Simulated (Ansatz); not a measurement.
`[TeH][SiH]1CC1` and `S[SiH]1CC1` differ in one element.

Ansatz, PBE0-D4/def2-TZVP geometries, multiplicity 1. Each molecule was computed in one conformer, which needn't be the lowest.

Elements past krypton have def2 core potentials.  Spin–orbit coupling is left out; it splits and shifts lone-pair levels of the heavy atoms by tenths of an eV.

| property | `[TeH][SiH]1CC1` |
| --- | --- |
| LUMO energy (PBE0/def2-TZVPP) / eV | -0.73 |
| HOMO energy (PBE/def2-TZVPP) / eV | -5.48 |
| HOMO–LUMO gap (ωB97M-V/def2-TZVPP) / eV | 9.66 |
| size of the dipole moment (ωB97M-V/def2-TZVPP) / D | 0.55 |
| size of the dipole moment (B3LYP/def2-TZVPP) / D | 0.55 |
| HOMO energy (PBE0/def2-TZVPP) / eV | -6.51 |

Question: What does the change do to each property? (Estimate.)

Answer: Ansatz gave: 
| property | `S[SiH]1CC1` | shift |
| --- | --- | --- |
| LUMO energy (PBE0/def2-TZVPP) / eV | 0.17 | 0.90 |
| HOMO energy (PBE/def2-TZVPP) / eV | -5.78 | -0.30 |
| HOMO–LUMO gap (ωB97M-V/def2-TZVPP) / eV | 10.98 | 1.32 |
| size of the dipole moment (ωB97M-V/def2-TZVPP) / D | 0.94 | 0.39 |
| size of the dipole moment (B3LYP/def2-TZVPP) / D | 0.95 | 0.40 |
| HOMO energy (PBE0/def2-TZVPP) / eV | -6.91 | -0.40 |

With PBE0 the HOMO falls by 0.40 eV and the LUMO rises by 0.90 eV, so the gap widens by about 1.30 eV. PBE moves the HOMO by -0.30 eV and ωB97M-V by -0.45 eV. Dipoles are sizes alone; their direction can turn.

Positive LUMOs are unbound, so they and the gaps depend on the basis.

B3LYP here is the variant with VWN-RPA as its local correlation; programs differ in this.
